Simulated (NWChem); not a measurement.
System: C3H4F2; SMILES CC=C(F)F

Input file for NWChem:

```
start job
memory heap 200 mb stack 900 mb global 1100 mb
geometry units angstroms noautoz
  C      0.015505     2.004529     0.000000
  C     -0.682719     0.678903     0.000000
  C     -0.054146    -0.504006     0.000000
  F      1.267404    -0.665369     0.000000
  F     -0.659757    -1.686368     0.000000
  H     -0.262310     2.607643    -0.890643
  H      1.115615     1.885260     0.000000
  H     -0.262310     2.607643     0.890643
  H     -1.781984     0.635989     0.000000
end
basis spherical
  C library 6-31g*
  F library 6-31g*
  H library 6-31g*
end
dft
  xc m06-2x
  grid coarse
  iterations 150
  mulliken
end
task dft gradient
```

NWChem printed, in part:

```
             Northwest Computational Chemistry Package (NWChem) 7.3.0
             --------------------------------------------------------

 CS  symmetry detected

                             Geometry "geometry" -> ""
                             -------------------------

 Output coordinates in angstroms (scale by  1.889725989 to convert to a.u.)

  No.       Tag          Charge          X              Y              Z
 ---- ---------------- ---------- -------------- -------------- --------------
    1 C                    6.0000     0.01477099     2.01335815     0.00000000
    2 C                    6.0000    -0.68214100     0.68704192     0.00000000
    3 C                    6.0000    -0.05239784    -0.49524454     0.00000000
    4 F                    9.0000     1.26931118    -0.65529982     0.00000000
    5 F                    9.0000    -0.65683863    -1.67820520     0.00000000
    6 H                    1.0000    -0.26364065     2.61619696    -0.89064300
    7 H                    1.0000     1.11499846     1.89517774     0.00000000
    8 H                    1.0000    -0.26364065     2.61619696     0.89064300
    9 H                    1.0000    -1.78136300     0.64304025     0.00000000

 Effective nuclear repulsion energy (a.u.)     173.0872381471

      Symmetry information
      --------------------

 Group name             Cs
 Group number              2
 Group order               2
 No. of unique centers     8

                                 NWChem DFT Module
                                 -----------------

 Summary of "ao basis" -> "ao basis" (spherical)
 ------------------------------------------------------------------------------
       Tag                 Description            Shells   Functions and Types
 ---------------- ------------------------------  ------  ---------------------
 C                           6-31g*                  6       14   3s2p1d
 F                           6-31g*                  6       14   3s2p1d
 H                           6-31g*                  2        2   2s

      Symmetry analysis of basis
      --------------------------

        a'         56
        a"         22

            General Information
            -------------------
          SCF calculation type: DFT
          Wavefunction type:  closed shell.
          No. of atoms     :     9
          No. of electrons :    40
           Alpha electrons :    20
            Beta electrons :    20
          Charge           :     0
          Spin multiplicity:     1
          Use of symmetry is: on ; symmetry adaption is: on
          Maximum number of iterations: 150
          AO basis - number of functions:    78
                     number of shells:    38
          Convergence on energy requested:  1.00D-06
          Convergence on density requested:  1.00D-05
          Convergence on gradient requested:  5.00D-04

              XC Information
              --------------
                       M06-2X Method XC Functional
                     Hartree-Fock (Exact) Exchange  0.540
                        M06-2X Exchange Functional  1.000
                      M06-2X Correlation Potential  1.000

             Grid Information
             ----------------
          Grid used for XC integration:  coarse
          Radial quadrature: Mura-Knowles
          Angular quadrature: Lebedev.
          Tag              B.-S. Rad. Rad. Pts. Rad. Cut. Ang. Pts.
          ---              ---------- --------- --------- ---------
          C                   0.70       35           8.0       302
          F                   0.50       35          11.0       302
          H                   0.35       35           9.0       302
          Grid pruning is: on
          Number of quadrature shells:   280
          Spatial weights used:  Erf1

      Superposition of Atomic Density Guess
      -------------------------------------

 Sum of atomic energies:        -313.71835665

      Non-variational initial energy
      ------------------------------

 Total energy =    -315.897529
 1-e energy   =    -775.937800
 2-e energy   =     286.953032
 HOMO         =      -0.229134
 LUMO         =       0.117933

      Symmetry analysis of molecular orbitals - initial
      -------------------------------------------------

  Numbering of irreducible representations:

     1 a'          2 a"

  Orbital symmetries:

     1 a'          2 a'          3 a'          4 a'          5 a'
     6 a'          7 a'          8 a'          9 a'         10 a'
    11 a'         12 a"         13 a'         14 a"         15 a'
    16 a'         17 a"         18 a'         19 a'         20 a"
    21 a"         22 a'         23 a'         24 a'         25 a"
    26 a'         27 a'         28 a'         29 a'         30 a'

     ---------------------------------------------
      Total Density - Mulliken Population Analysis
     ---------------------------------------------

    Atom       Charge   Shell Charges
 -----------   ------   -------------------------------------------------------
    1 C    6     6.66   2.00  0.71  2.01  0.69  1.23  0.03
    2 C    6     6.56   2.00  0.72  2.05  0.57  1.19  0.03
    3 C    6     4.79   2.00  0.64  1.34  0.31  0.40  0.10
    4 F    9     9.44   2.00  0.94  3.38  1.01  2.10  0.01
    5 F    9     9.44   2.00  0.94  3.38  1.01  2.10  0.01
    6 H    1     0.78   0.47  0.31
    7 H    1     0.77   0.46  0.31
    8 H    1     0.78   0.47  0.31
    9 H    1     0.77   0.46  0.31

   convergence    iter        energy       DeltaE   RMS-Dens  Diis-err
 ---------------- ----- ----------------- --------- --------- ---------
 d= 0,ls=0.0,diis     1   -316.1436506774 -4.89D+02  1.20D-02  8.62D-01
 d= 0,ls=0.0,diis     2   -316.1459571195 -2.31D-03  6.17D-03  1.06D+00
 d= 0,ls=0.0,diis     3   -316.2467010452 -1.01D-01  9.88D-04  8.32D-03
 d= 0,ls=0.0,diis     4   -316.2475433223 -8.42D-04  4.46D-04  2.33D-03
 d= 0,ls=0.0,diis     5   -316.2478247912 -2.81D-04  1.16D-04  2.14D-04
  Resetting Diis
 d= 0,ls=0.0,diis     6   -316.2478450057 -2.02D-05  4.05D-05  1.31D-05
 d= 0,ls=0.0,diis     7   -316.2478465336 -1.53D-06  9.00D-06  3.29D-07
 d= 0,ls=0.0,diis     8   -316.2478465745 -4.10D-08  3.24D-06  1.34D-07

         Total DFT energy =     -316.247846574545
      One electron energy =     -778.019561541980
           Coulomb energy =      327.228935006476
    Exchange-Corr. energy =      -38.544458186182
 Nuclear repulsion energy =      173.087238147141

 Numeric. integr. density =       40.000014334209

                  Occupations of the irreducible representations
                  ----------------------------------------------

                     irrep           alpha         beta
                     --------     --------     --------
                     a'               16.0         16.0
                     a"                4.0          4.0

                       DFT Final Molecular Orbital Analysis
                       ------------------------------------

 Vector   18  Occ=2.000000D+00  E=-4.664778D-01  Symmetry=a'
              MO Center= -3.5D-01,  1.0D+00,  1.5D-16, r^2= 2.9D+00
   Bfn.  Coefficient  Atom+Function         Bfn.  Coefficient  Atom+Function
  ----- ------------  ---------------      ----- ------------  ---------------
     4      0.382103  1 C  py                18     -0.323968  2 C  py
    60     -0.219174  5 F  py                 8      0.196733  1 C  py
    59      0.176038  5 F  px                17     -0.163250  2 C  px
    64     -0.153780  5 F  py                32      0.129644  3 C  py
    22     -0.123395  2 C  py                63      0.122387  5 F  px

 Vector   19  Occ=2.000000D+00  E=-4.391132D-01  Symmetry=a'
              MO Center= -7.4D-02,  1.5D+00, -2.1D-15, r^2= 2.3D+00
   Bfn.  Coefficient  Atom+Function         Bfn.  Coefficient  Atom+Function
  ----- ------------  ---------------      ----- ------------  ---------------
     3      0.367494  1 C  px                17     -0.261929  2 C  px
    73      0.250095  7 H  s                 74      0.218831  7 H  s
     7      0.194093  1 C  px                77      0.190291  9 H  s
    78      0.170588  9 H  s                 21     -0.125996  2 C  px
    32     -0.106722  3 C  py                71     -0.091735  6 H  s

 Vector   20  Occ=2.000000D+00  E=-3.014398D-01  Symmetry=a"
              MO Center= -3.2D-01,  2.5D-01, -5.8D-16, r^2= 2.2D+00
   Bfn.  Coefficient  Atom+Function         Bfn.  Coefficient  Atom+Function
  ----- ------------  ---------------      ----- ------------  ---------------
    19      0.397668  2 C  pz                33      0.371345  3 C  pz
    23      0.336312  2 C  pz                61     -0.209611  5 F  pz
    47     -0.204468  4 F  pz                37      0.188989  3 C  pz
    65     -0.172932  5 F  pz                51     -0.169737  4 F  pz
     5     -0.122502  1 C  pz                72      0.119488  6 H  s

[...]

                         DFT ENERGY GRADIENTS

    atom               coordinates                        gradient
                 x          y          z           x          y          z
   1 C       0.027913   3.804695   0.000000   -0.005067  -0.009939   0.000000
   2 C      -1.289060   1.298321   0.000000    0.001314   0.019851   0.000000
   3 C      -0.099018  -0.935876   0.000000    0.005003  -0.013725   0.000000
   4 F       2.398650  -1.238337   0.000000    0.009699  -0.000617   0.000000
   5 F      -1.241245  -3.171348   0.000000   -0.004719  -0.007846   0.000000
   6 H      -0.498209   4.943895  -1.683071   -0.002330   0.006333  -0.007410
   7 H       2.107042   3.581367   0.000000    0.009346  -0.000198   0.000000
   8 H      -0.498209   4.943895   1.683071   -0.002330   0.006333   0.007410
   9 H      -3.366288   1.215170   0.000000   -0.010915  -0.000193   0.000000
```

Level: M06-2X/6-31G* (spherical d). Structure relaxed at the PBE-D3(BJ)/def2-SVP level.
